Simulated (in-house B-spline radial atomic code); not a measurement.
# Binding energies in the rubidium ion Rb³⁺

NIST's tabulated ground configuration is [Ar] 3d10 4s2 4p4; each binding energy is the energy of the ion with one electron taken from that subshell, relaxed, less that of the parent. All numbers are computed (Dirac-Hartree-Fock, average of configuration; Fermi nucleus of rms radius 4.2036 fm) with a B-spline radial code for spherical atoms, not measured. Energies include first-order Breit, QED and recoil terms.

```csv
subshell,X-ray name,binding energy (eV),-ε (eV),relaxation (eV)
1s,K,15244.7,15332.6,51.9
2s,L1,2116.3,2144.7,25.1
3s,M1,369.8,377.1,6.9
3d3/2,M4,155.2,162.5,7.2
3d5/2,M5,153.8,160.9,7.2
4s,N1,72.09,72.83,0.70
4p,"N2,3",52.51,53.10,0.57
```

Relaxation = -ε minus the binding energy without Breit, QED and recoil terms.

What does it cost to remove both a 3d5/2 and a 3d3/2 electron?

342.79 eV, which is 33.77 eV more than the two single binding energies together.

What does it cost to remove both a 3s and a 4p electron?

439.74 eV, which is 17.46 eV more than the two single binding energies together.

What does it cost to remove both a 1s and a 3d5/2 electron?

15437 eV, which is 38.7 eV more than the two single binding energies together.
